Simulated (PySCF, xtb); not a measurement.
Si(F)(OH)2(OEt) (C2H7FO3Si), SMILES CCO[Si](O)(O)F.

GFN2-xTB (xtb) at its own geometry gives an orbital gap of 9.29 eV and a dipole moment of 0.99 D.

Geometry optimised at B3LYP-D3(BJ)/def2-SVP. Other conformers were not sampled.

Task: What does PySCF with CAM-B3LYP/def2-TZVP give? (An estimate is asked for; the answer gives what the named calculation found.)

Result: gap 11.26 eV (levels -9.99 and 1.27 eV), dipole 0.47 D.
